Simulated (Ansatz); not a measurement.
`F[SiH]([SiH3])I` → `F[SiH]I`• + `[SiH3]`•  (homolysis of the Si–Si bond)

Program: Ansatz. Geometries: PBE0-D4/def2-TZVP. ΔE: electronic, gas phase. CCSD(T)/CBS is the MP2 limit (def2-TZVPP, def2-QZVPP) plus CCSD(T) − MP2 in def2-TZVPP, frozen cores. This one scheme is used for every species. Functionals use def2-TZVPP. B3LYP here is the variant with VWN-RPA as its local correlation; programs differ in this. HSE06 is defined as in plane-wave codes. No spin–orbit coupling; open shells (•) take unrestricted orbitals. Elements past krypton have def2 core potentials. For I outer-core shells are correlated without core-valence functions, which leaves a few kJ/mol of doubt a bond.

(1) What is ΔE at CCSD(T)/CBS? (Best estimate.)

(2) What do these levels give: r2SCANh-D4, CAM-B3LYP-D4, ωB97X-V, BLYP, B3LYP, HSE06, BHLYP, CCSD/def2-SVP, CCSD(T)/def2-SVP, MP2/def2-TZVPP, SCS-MP2/def2-QZVPP, MP2/CBS(def2)? (Best estimate.)

Largest T1 diagnostic among the species: 0.015.

Answers

(1) The calculation gave: +3.47 eV.

(2) The calculation gave: r2SCANh-D4 3.15, CAM-B3LYP-D4 3.27, ωB97X-V 3.48, BLYP 2.94, B3LYP 3.08, HSE06 3.21, BHLYP 3.16, CCSD/def2-SVP 3.13, CCSD(T)/def2-SVP 3.17, MP2/def2-TZVPP 3.35, SCS-MP2/def2-QZVPP 3.46, MP2/CBS(def2) 3.49 eV.

At CCSD(T), def2-SVP lies −0.30 eV from the extrapolated value and def2-TZVPP −0.13 eV: correlation converges slowly with the basis, and small sets miss more of it in the bonded molecule than in its fragments. Leaving LDA and LC-ωPBE aside and taking each functional with its dispersion term where it has one, the values, not all of them listed here, spread over 0.37 eV, from BLYP-D4 to ωB97X-V. LDA lies +0.48 eV from PBE without D4, its usual overbinding.
